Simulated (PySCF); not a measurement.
PySCF job for BCl3H2O2Si, SMILES Cl[Si](Cl)(B(O)O)Cl, IEF-PCM-PBE0/def2-SVP. Geometry optimised at B3LYP-D3(BJ)/def2-SVP. The structure was generated by enumeration, and PubChem lists no compound with its InChIKey, so it may never have been made. Other conformers were not sampled.

```python
import numpy as np
from pyscf import gto, scf, dft
from pyscf.solvent import pcm

mol = gto.M(
    atom='''
    Si    0.03507872    0.24687912   -0.00000000
    Cl   -2.02334272    0.62700028   -0.00000000
    Cl    0.84657845    1.14523733    1.67521382
    Cl    0.84657845    1.14523731   -1.67521383
    B     0.21228151   -1.76968773    0.00000001
    O     1.44643138   -2.31675579    0.00000001
    O    -0.90159416   -2.54381733    0.00000001
    H     1.42697646   -3.28605308    0.00000002
    H    -1.72502491   -2.03430464    0.00000001
    ''',
    basis='def2-SVP',
    charge=0,
    spin=0,
    max_memory=1600,
    verbose=3,
)
mf = dft.RKS(mol, xc='pbe0').density_fit(auxbasis='def2-universal-jkfit')
mf.grids.level = 3
mf.conv_tol = 1e-9
mf.max_cycle = 100
mf.kernel()
res = {}
for name, eps in {'water': 78.355, 'chloroform': 4.7113, 'benzene': 2.2706}.items():
    s = mf.PCM()
    s.with_solvent.method, s.with_solvent.eps, s.with_solvent.lebedev_order = 'IEF-PCM', eps, 29
    s.kernel(mf.make_rdm1())
    res[name] = (s.e_tot, eps, s.dip_moment(), s.mo_energy, s.converged)
    print(f'{name}: electrostatic solvation free energy {(s.e_tot - mf.e_tot) * 627.509474:.3f} kcal/mol')
```

Program output:

```
converged SCF energy = -1845.44097706858

WARN: PCM is an experimental feature. It is still in testing.
Features and APIs may be changed in the future.

converged SCF energy = -1845.45082347445
Dipole moment(X, Y, Z, Debye): -0.94023, -3.04086,  0.00000
water: electrostatic solvation free energy -6.179 kcal/mol

WARN: PCM is an experimental feature. It is still in testing.
Features and APIs may be changed in the future.

converged SCF energy = -1845.44786537675
Dipole moment(X, Y, Z, Debye): -0.82008, -2.86095,  0.00000
chloroform: electrostatic solvation free energy -4.322 kcal/mol

WARN: PCM is an experimental feature. It is still in testing.
Features and APIs may be changed in the future.

converged SCF energy = -1845.44528117005
Dipole moment(X, Y, Z, Debye): -0.73634, -2.70431,  0.00000
benzene: electrostatic solvation free energy -2.701 kcal/mol
```

The calculation finished and met its thresholds.
